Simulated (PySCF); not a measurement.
**Frontier levels across methods**

Species: CH₆O₃Si₂.
Geometry (PBE0-D3(BJ)/def2-SVP, Å), atoms numbered from 1 in this order:
```xyz
12
CH6O3Si2 angstrom
O     -1.1373    1.2492    1.5108
C     -1.7031    0.2187    1.2156
Si    -0.8873   -1.2185    0.2102
O      0.5444   -0.7232   -0.4191
Si     1.7278    0.4491   -0.2517
O      1.6508    1.1198    1.2498
H     -2.7706    0.0815    1.5462
H     -0.7371   -2.3614    1.1588
H     -1.8498   -1.5874   -0.8668
H      1.4875    1.4361   -1.3428
H      3.0528   -0.2018   -0.3895
H      0.7572    1.4303    1.4787
```

Basis pcSseg-1 throughout (PySCF), one geometry. The structure is a single PBE0-D3(BJ)/def2-SVP conformer in the gas phase; no vibrational or solvent corrections.

Task: How do the orbital energies, the gap and the dipole change with the method?

Result: 
```json
{"method": "BLYP", "kind": "GGA", "HOMO (eV)": "-6.05", "LUMO (eV)": "-3.09", "gap (eV)": "2.96", "μ (D)": "2.89", "SCF cycles": "16"}
{"method": "OPBE", "kind": "GGA", "HOMO (eV)": "-6.10", "LUMO (eV)": "-3.14", "gap (eV)": "2.96", "μ (D)": "2.83", "SCF cycles": "16"}
{"method": "PBE", "kind": "GGA", "HOMO (eV)": "-6.15", "LUMO (eV)": "-3.24", "gap (eV)": "2.90", "μ (D)": "2.90", "SCF cycles": "17"}
{"method": "B97-D", "kind": "GGA", "HOMO (eV)": "-6.18", "LUMO (eV)": "-3.14", "gap (eV)": "3.05", "μ (D)": "2.94", "SCF cycles": "16"}
{"method": "BP86", "kind": "GGA", "HOMO (eV)": "-6.27", "LUMO (eV)": "-3.34", "gap (eV)": "2.93", "μ (D)": "2.94", "SCF cycles": "16"}
{"method": "KT3", "kind": "GGA", "HOMO (eV)": "-6.29", "LUMO (eV)": "-3.12", "gap (eV)": "3.17", "μ (D)": "2.80", "SCF cycles": "17"}
{"method": "KT2", "kind": "GGA", "HOMO (eV)": "-6.29", "LUMO (eV)": "-3.15", "gap (eV)": "3.14", "μ (D)": "2.88", "SCF cycles": "17"}
{"method": "LDA", "kind": "LDA", "HOMO (eV)": "-6.29", "LUMO (eV)": "-3.52", "gap (eV)": "2.77", "μ (D)": "3.08", "SCF cycles": "16"}
{"method": "B97-2", "kind": "global hybrid", "HOMO (eV)": "-7.38", "LUMO (eV)": "-2.16", "gap (eV)": "5.22", "μ (D)": "3.08", "SCF cycles": "15"}
{"method": "B3LYP", "kind": "global hybrid", "HOMO (eV)": "-7.41", "LUMO (eV)": "-2.33", "gap (eV)": "5.08", "μ (D)": "3.07", "SCF cycles": "15"}
{"method": "PBE0", "kind": "global hybrid", "HOMO (eV)": "-7.64", "LUMO (eV)": "-2.09", "gap (eV)": "5.55", "μ (D)": "3.10", "SCF cycles": "14"}
{"method": "mPW1PW91", "kind": "global hybrid", "HOMO (eV)": "-7.68", "LUMO (eV)": "-2.10", "gap (eV)": "5.58", "μ (D)": "3.12", "SCF cycles": "13"}
{"method": "CAM-B3LYP", "kind": "range-separated hybrid", "HOMO (eV)": "-9.04", "LUMO (eV)": "-0.82", "gap (eV)": "8.23", "μ (D)": "3.18", "SCF cycles": "14"}
{"method": "BHandHLYP", "kind": "global hybrid", "HOMO (eV)": "-9.08", "LUMO (eV)": "-0.81", "gap (eV)": "8.28", "μ (D)": "3.29", "SCF cycles": "14"}
{"method": "wB97X-D", "kind": "range-separated hybrid", "HOMO (eV)": "-9.54", "LUMO (eV)": "-0.19", "gap (eV)": "9.35", "μ (D)": "3.18", "SCF cycles": "14"}
{"method": "LC-wPBE", "kind": "range-separated hybrid", "HOMO (eV)": "-10.33", "LUMO (eV)": "0.42", "gap (eV)": "10.76", "μ (D)": "3.22", "SCF cycles": "15"}
{"method": "HF", "kind": "Hartree–Fock", "HOMO (eV)": "-11.35", "LUMO (eV)": "2.19", "gap (eV)": "13.54", "μ (D)": "3.56", "SCF cycles": "13"}
```

The HOMO spans 5.30 eV, from BLYP down to HF, and the gap runs from 2.77 eV (LDA) to 13.54 eV (HF). Over the methods BLYP (0 %), OPBE (0 %), PBE (0 %), B97-D (0 %), BP86 (0 %), KT3 (0 %), KT2 (0 %), LDA (0 %), B97-2 (21 %), B3LYP (20 %), PBE0 (25 %), mPW1PW91 (25 %), BHandHLYP (50 %), HF (100 %), a straight line through the gap against the share of exact exchange rises by 1.05 eV for each 10 % (correlation coefficient 0.999). The dipole ranges from 2.80 D (KT3) to 3.56 D (HF). This basis has no diffuse functions.
